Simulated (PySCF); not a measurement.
MoBr3, SMILES [Br][Mo]([Br])[Br] (connectivity only; charge and spin as stated), neutral, multiplicity 4. Atoms are numbered in the order given.

```xyz
4

Mo     0.0000     0.0000     0.0000
Br     2.4092     0.0000     0.0000
Br    -1.2046    -2.0865     0.0000
Br    -1.2046     2.0865     0.0000
```
Charge 0, spin multiplicity 4.

Geometry: B3LYP-D3(BJ)/def2-SVP. The multiplicity is an assumed one; other spin states were not compared. The def2 effective core potentials stand for the cores of Mo; spin–orbit coupling is left out.

All values below come from M06-2X/def2-TZVP (PySCF).

ESP charges are fitted to the potential on shells at 1.4 to 2.0 van der Waals radii. Atomic charges (e):

```csv
atom,ESP fit,Mulliken,Löwdin,Mulliken spin
Mo1,0.27,0.93,-0.31,3.01
Br2,-0.09,-0.31,0.10,0.00
Br3,-0.09,-0.31,0.10,0.00
Br4,-0.09,-0.31,0.10,0.00
```
